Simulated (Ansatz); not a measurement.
`[F][Sn]([F])([F])[GeH3]` + `COCS` → `C[O][Sn]([F])([F])[GeH3]` + `FCS`  (formal exchange of groups at the Sn–F bond)

Calculated with Ansatz (gas phase, PBE0-D4/def2-TZVP geometries, no zero-point term in ΔE). CBS: MP2 limit from def2 TZ/QZ plus the TZ coupled-cluster correction, frozen cores. This one scheme is used for every species. def2 core potentials past Kr. For Ge, Sn outer-core shells are correlated without core-valence functions, which leaves a few kJ/mol of doubt a bond. Scalar relativity is left out up to krypton. One conformer a species, not always the lowest.

| species | SCS-MP2/def2-TZVPP energy (Eh) |
| --- | --- |
| `[F][Sn]([F])([F])[GeH3]` | -2590.29421 |
| `COCS` | -552.44119 |
| `C[O][Sn]([F])([F])[GeH3]` | -2605.47774 |
| `FCS` | -537.24013 |

Q: Work out ΔE.

A: ΔE = (-2605.47774) + (-537.24013) − (-2590.29421) − (-552.44119) = 0.01753 Eh = +0.48 eV. CCSD(T)/CBS gives +0.49 eV.

Largest T1 diagnostic among the species: 0.014.
